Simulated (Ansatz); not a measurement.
System: S2O2, net charge 0, singlet state. SMILES: O=S(=O)=S
Coordinates optimised at B3LYP-D3(BJ)/def2-TZVP (Ansatz, a program for electronic structure):
```xyz
4

S      0.0028    -0.0036    -0.3852
S     -0.0108     0.0139     1.4960
O      1.1957     0.3377    -1.1053
O     -1.1796    -0.3584    -1.1161
```
Charge 0, spin multiplicity 1.

Property: vertical triplet-singlet gap (E(triplet) - E(singlet); each state is the SCF solution reached for its spin), in kcal/mol. Cores are frozen in the correlated levels unless marked. Open shells are spin-unrestricted. Spin-orbit coupling is left out. Non-relativistic. CBS marks a two-point X^-3 extrapolation of the correlation energy; Hartree-Fock from the larger set.

```tsv
level	program	vertical triplet-singlet gap (kcal/mol)
HF/aug-cc-pV(D+d)Z	Ansatz	59.1
HF/aug-cc-pV(T+d)Z	Ansatz	59.2
HF/aug-cc-pV(Q+d)Z	Ansatz	59.1
SVWN5/def2-TZVPD	Ansatz	72.4
PBE/def2-TZVPD	Ansatz	70.2
r2SCAN/def2-TZVPD	Ansatz	70.2
B3LYP/def2-TZVPD	Ansatz	70.9
PBE0/def2-TZVPD	Ansatz	70.8
BHLYP/def2-TZVPD	Ansatz	69.6
CAM-B3LYP/def2-TZVPD	Ansatz	71.0
wB97M-V/def2-TZVPD	Ansatz	76.1
wB97X-V/def2-TZVPD	Ansatz	73.6
B2PLYP/def2-TZVPD	Ansatz	76.2
MP2/aug-cc-pV(D+d)Z	Ansatz	87.0
RI-MP2/aug-cc-pV(T+d)Z	Ansatz	87.8
RI-MP2/aug-cc-pV(Q+d)Z	Ansatz	88.3
RI-MP2/CBS(aug-cc-pV(T+d)Z,aug-cc-pV(Q+d)Z)	Ansatz	88.8
SCS-MP2/aug-cc-pV(D+d)Z	Ansatz	86.3
CCSD/aug-cc-pV(D+d)Z	Ansatz	75.0
CCSD(T)/aug-cc-pV(D+d)Z	Ansatz	77.1
```
